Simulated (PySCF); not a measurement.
tin monoxide (OSn), SMILES [O]=[Sn] (connectivity only; charge and spin as stated), neutral, multiplicity 1.

The structure is a stationary point at PBE-D3(BJ)/def2-TZVP. The def2 effective core potentials stand for the cores of Sn; spin–orbit coupling is left out.

Method: M06-2X/def2-TZVPD run with PySCF.

Gas-phase values at a fixed geometry.

Q: Estimate the frontier levels, gap, dipole moment and polarisability. (An estimate is asked for; the answer gives what the named calculation found.)

A: 
```
Item                                                                                                            Value
---------------------------------------------------------------------------------------------  ----------------------
highest occupied level                                                                                       -8.85 eV
lowest empty level                                                                                           -1.56 eV
orbital gap                                                                                                   7.28 eV
dipole moment                                                                                                  4.94 D
quadrupole, principal values (traceless, Buckingham form, about the centre of nuclear charge)  -11.87, 5.93, 5.93 D·Å
mean static polarisability                                                                       42.6 bohr³ (6.32 Å³)
polarisability, principal values                                                               37.7, 37.7, 52.6 bohr³
```
